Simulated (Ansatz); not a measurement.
This geometry of CH5FGeO2 (10 atoms, charge 0, multiplicity 1) is a first-order saddle point.

Level of theory: RKS BLYP/def2-SVP in Ansatz.

```xyz
10
Properties=species:S:1:pos:R:3
O 0.447 1.623 0.860
Ge 0.409 -0.404 0.473
O -1.239 -0.964 1.011
C 0.174 -0.300 -1.529
F 0.276 -1.558 -2.118
H -0.188 1.784 1.594
H 1.309 0.556 1.444
H -1.213 -1.299 1.929
H -0.837 0.128 -1.712
H 0.944 0.383 -1.949
```

Task: Which two structures does it join? (They come from a converged band through this point; their orientation in space is the band's.)

Result: Bonds broken: Ge2–H7. Bonds formed: O1–H7. CH5FGeO2 becomes CH3FGeO + H2O.

Image 0:

```xyz
10
Properties=species:S:1:pos:R:3
O 0.335 1.627 1.167
Ge 0.310 -0.074 0.542
O -1.174 -0.930 1.124
C 0.155 -0.158 -1.447
F 0.633 -1.400 -1.883
H -0.514 2.080 0.994
H 1.623 -0.690 1.092
H -1.127 -1.119 2.082
H -0.909 -0.043 -1.751
H 0.752 0.656 -1.915
```

Image 10:

```xyz
10
Properties=species:S:1:pos:R:3
O 0.689 1.285 1.021
Ge 0.613 -0.966 0.333
O -1.125 -0.620 1.025
C 0.139 -0.257 -1.535
F -0.012 -1.430 -2.315
H -0.243 1.032 1.280
H 1.171 1.355 1.871
H -1.265 -1.132 1.847
H -0.821 0.305 -1.538
H 0.936 0.377 -1.986
```

Task: How far does it lie above each of them?

Result: 2.09 eV above the first and 1.54 eV above the second. This is the barrier of this one path; another mechanism may lie lower. The orbitals stay closed-shell, which can raise the energy where a bond breaks towards radicals; this wasn't checked here.

Run time: 4.5 min on 2 threads of Arm Neoverse V1, on a shared host, peak memory 0.16 GiB.
